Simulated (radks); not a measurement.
Question: The table gives one normalised radial function P(r) = r R(r) of Lu3+ in [Kr] 4d10 4f14 5s2 5p5 6s1 (r in bohr). All-electron calculation, scalar-relativistic Kohn-Sham, BLYP, spin-polarised, spherical densities, finite nucleus; open shells are filled with parallel spins first (spin-orbit coupling, left out, can overturn this in heavy ions); Fermi nuclear charge, rms radius 5.37 fm. Program: a radial shooting solver on a logarithmic mesh with Libxc functionals.

r,P
0.0008222,0.0010
0.001105,0.0017
0.001486,0.0027
0.002014,0.0046
0.002708,0.0075
0.00367,0.0125
0.004934,0.0203
0.006634,0.0326
0.008991,0.0521
0.01209,0.0801
0.01625,0.1186
0.02203,0.1671
0.02961,0.2139
0.03982,0.2392
0.05396,0.2072
0.07255,0.0866
0.09832,-0.1210
0.1322,-0.3074
0.1777,-0.3069
0.2409,-0.0100
0.3238,0.3874
0.4354,0.4879
0.5901,0.0660
0.7933,-0.5760
1.067,-0.9715
1.446,-0.9011
1.944,-0.5449
2.634,-0.2071
3.541,-0.0471
4.761,-0.0054
6.453,-0.0002
8.675,0.0000

Which n and l does it have? It may be an empty orbital.

Answer: n = 5, l = 1: the number of nodes gives n - l - 1 = 3, the rise at small r (about r^(l+1), flatter next to the nucleus through relativity) gives l, and the extent must fit the shell. The curve is that of 5p down; the table hardly tells the two spins apart. 5p down: eigenvalue -62.439 eV, 3 radial nodes at r = 0.0832, 0.243, 0.609 bohr, <r> = 1.35 bohr, 90 % of the charge inside 1.97 bohr.
